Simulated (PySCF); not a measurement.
# Br²⁴⁺: ionisation energy

Br²⁴⁺ [Ne] 3s1 (2S) → Br²⁵⁺ [Ne] (1S), as a difference of total energies. Computed with PySCF 2.14 in an even-tempered Gaussian basis (18 s from 2.7 bohr⁻², ratio 2.5; 11 p from 3.5 bohr⁻², ratio 2.5; 5 d from 13 bohr⁻², ratio 2.7; 4 f from 20 bohr⁻², ratio 2.7), with scalar relativity by spin-free X2C-1e. Correlated levels: outer shells: 1s2 frozen; virtual orbitals above 40 to 60 times the deepest correlated orbital energy dropped. The calculations carry no spin-orbit coupling.

| method | ionisation energy (eV) |
| --- | --- |
| UHF | 1118.4 |
| MP2 (outer shells) | 1119.1 |
| SCS-MP2 (outer shells) | 1118.9 |
| CCSD (outer shells) | 1119.1 |
| CCSD(T) (outer shells) | 1119.1 |

Breit and QED terms and the two-electron picture change are absent.

For comparison: 1119.2 eV (semi-empirical (NIST evaluation); NIST Atomic Spectra Database, ionization energies).
